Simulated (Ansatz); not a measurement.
Computed with Ansatz.

Cl2H2NSn, SMILES `[NH2][Sn]([Cl])[Cl]` radical at its PBE0-D4/def2-TZVP geometry, where that method's forces vanish. Charge 0, multiplicity 2. Sn takes the def2 core potential.

| atom | x (Å) | y (Å) | z (Å) |
| --- | --- | --- | --- |
| N1 | -1.085 | -0.207 | -0.007 |
| Sn2 | 0.796 | 0.488 | -0.381 |
| Cl3 | 2.036 | -1.461 | -0.788 |
| Cl4 | 1.481 | 1.371 | 1.681 |
| H5 | -1.494 | -0.709 | -0.788 |
| H6 | -1.734 | 0.518 | 0.283 |

For each bond, give half the difference of the two atoms' forces along it (eV/Å; positive pushes the atoms apart) under PBE-D4, r2SCAN-D4, B3LYP-D4, ωB97M-V in def2-TZVPP. (Best estimate.)

The calculation gave: 
| bond | length (Å) | PBE-D4 | r2SCAN-D4 | B3LYP-D4 | ωB97M-V |
| --- | --- | --- | --- | --- | --- |
| N1–Sn2 | 2.040 | 0.29 | 0.15 | 0.30 | -0.16 |
| N1–H5 | 1.015 | 0.20 | 0.01 | -0.06 | -0.01 |
| N1–H6 | 1.015 | 0.20 | 0.01 | -0.06 | -0.01 |
| Sn2–Cl3 | 2.345 | 0.28 | 0.09 | 0.27 | -0.05 |
| Sn2–Cl4 | 2.345 | 0.28 | 0.09 | 0.27 | -0.05 |

B3LYP here is the variant with VWN-RPA as its local correlation; programs differ in this.
